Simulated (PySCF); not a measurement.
disilazane cation (H₇NSi₂), SMILES [SiH3]N[SiH3] (connectivity only; charge and spin as stated), charge +1, multiplicity 2.

The structure is a stationary point at PBE-D3(BJ)/def2-SVP. The multiplicity is an assumed one; other spin states were not compared.

Computed with PBE-D3(BJ)/def2-SVP in PySCF.

Frequencies are harmonic and unscaled.

```json
[
 {"mode": "1", "ν (cm⁻¹)": "24", "IR (km/mol)": "0.0", "moving atoms (share of kinetic energy)": "H 97 %"},
 {"mode": "2", "ν (cm⁻¹)": "73", "IR (km/mol)": "0.1", "moving atoms (share of kinetic energy)": "H 71 %, N 25 %"},
 {"mode": "3", "ν (cm⁻¹)": "189", "IR (km/mol)": "0.3", "moving atoms (share of kinetic energy)": "Si 48 %, N 26 %, H 25 %"},
 {"mode": "4", "ν (cm⁻¹)": "454", "IR (km/mol)": "0.0", "moving atoms (share of kinetic energy)": "H 91 %, Si 9 %"},
 {"mode": "5", "ν (cm⁻¹)": "459", "IR (km/mol)": "1.8", "moving atoms (share of kinetic energy)": "Si 52 %, H 27 %, N 20 %"},
 {"mode": "6", "ν (cm⁻¹)": "516", "IR (km/mol)": "6.7", "moving atoms (share of kinetic energy)": "H 97 %"},
 {"mode": "7", "ν (cm⁻¹)": "568", "IR (km/mol)": "15.8", "moving atoms (share of kinetic energy)": "H 91 %, Si 8 %"},
 {"mode": "8", "ν (cm⁻¹)": "647", "IR (km/mol)": "105.0", "moving atoms (share of kinetic energy)": "H 60 %, N 29 %, Si 11 %"},
 {"mode": "9", "ν (cm⁻¹)": "702", "IR (km/mol)": "1.4", "moving atoms (share of kinetic energy)": "H 42 %, N 34 %, Si 24 %"},
 {"mode": "10", "ν (cm⁻¹)": "734", "IR (km/mol)": "48.7", "moving atoms (share of kinetic energy)": "H 65 %, N 24 %, Si 11 %"},
 {"mode": "11", "ν (cm⁻¹)": "786", "IR (km/mol)": "17.0", "moving atoms (share of kinetic energy)": "H 92 %"},
 {"mode": "12", "ν (cm⁻¹)": "836", "IR (km/mol)": "0.1", "moving atoms (share of kinetic energy)": "H 97 %"},
 {"mode": "13", "ν (cm⁻¹)": "842", "IR (km/mol)": "16.2", "moving atoms (share of kinetic energy)": "H 67 %, N 30 %"},
 {"mode": "14", "ν (cm⁻¹)": "853", "IR (km/mol)": "119.7", "moving atoms (share of kinetic energy)": "H 95 %"},
 {"mode": "15", "ν (cm⁻¹)": "858", "IR (km/mol)": "28.2", "moving atoms (share of kinetic energy)": "H 96 %"},
 {"mode": "16", "ν (cm⁻¹)": "879", "IR (km/mol)": "51.1", "moving atoms (share of kinetic energy)": "H 94 %"},
 {"mode": "17", "ν (cm⁻¹)": "1137", "IR (km/mol)": "7.5", "moving atoms (share of kinetic energy)": "H 84 %, N 15 %"},
 {"mode": "18", "ν (cm⁻¹)": "2123", "IR (km/mol)": "119.0", "moving atoms (share of kinetic energy)": "H 98 %"},
 {"mode": "19", "ν (cm⁻¹)": "2124", "IR (km/mol)": "0.9", "moving atoms (share of kinetic energy)": "H 96 %"},
 {"mode": "20", "ν (cm⁻¹)": "2133", "IR (km/mol)": "43.3", "moving atoms (share of kinetic energy)": "H 97 %"},
 {"mode": "21", "ν (cm⁻¹)": "2138", "IR (km/mol)": "4.8", "moving atoms (share of kinetic energy)": "H 98 %"},
 {"mode": "22", "ν (cm⁻¹)": "2262", "IR (km/mol)": "11.2", "moving atoms (share of kinetic energy)": "H 96 %"},
 {"mode": "23", "ν (cm⁻¹)": "2266", "IR (km/mol)": "29.9", "moving atoms (share of kinetic energy)": "H 96 %"},
 {"mode": "24", "ν (cm⁻¹)": "3374", "IR (km/mol)": "101.8", "moving atoms (share of kinetic energy)": "H 93 %"}
]
```
